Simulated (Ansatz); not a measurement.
One change: `C[N](C)[Ge][Cl]` becomes `C=CN(C)C`.

Ansatz, PBE0-D4/def2-TZVP geometries, multiplicity 1. Each molecule was computed in one conformer, which needn't be the lowest.

Scalar relativity is left out up to krypton.

```tsv
property	`C[N](C)[Ge][Cl]`
HOMO energy (ωB97M-V/def2-TZVPP) / eV	-9.30
LUMO energy (ωB97M-V/def2-TZVPP) / eV	0.17
HOMO–LUMO gap (B3LYP/def2-TZVPP) / eV	4.95
size of the dipole moment (PBE/def2-TZVPP) / D	3.10
HOMO energy (PBE0/def2-TZVPP) / eV	-7.10
LUMO energy (PBE/def2-TZVPP) / eV	-2.43
```

(1) What does the change do to each property? (An estimate is asked.)

Answers

(1) Computed: 
```json
{"property": "HOMO energy (ωB97M-V/def2-TZVPP) / eV", "`C=CN(C)C`": "-7.83", "shift": "1.47"}
{"property": "LUMO energy (ωB97M-V/def2-TZVPP) / eV", "`C=CN(C)C`": "2.65", "shift": "2.48"}
{"property": "HOMO–LUMO gap (B3LYP/def2-TZVPP) / eV", "`C=CN(C)C`": "6.14", "shift": "1.19"}
{"property": "size of the dipole moment (PBE/def2-TZVPP) / D", "`C=CN(C)C`": "1.63", "shift": "-1.47"}
{"property": "HOMO energy (PBE0/def2-TZVPP) / eV", "`C=CN(C)C`": "-5.65", "shift": "1.45"}
{"property": "LUMO energy (PBE/def2-TZVPP) / eV", "`C=CN(C)C`": "0.02", "shift": "2.45"}
```

With PBE0 the HOMO rises by 1.45 eV and the LUMO rises by 2.68 eV, so the gap widens by about 1.23 eV. PBE moves the HOMO by 1.35 eV and ωB97M-V by 1.47 eV. The zero-point energy changes by 110.4 kJ/mol with +9 modes. Dipoles are sizes alone; their direction can turn.

B3LYP here is the variant with VWN-RPA as its local correlation; programs differ in this.
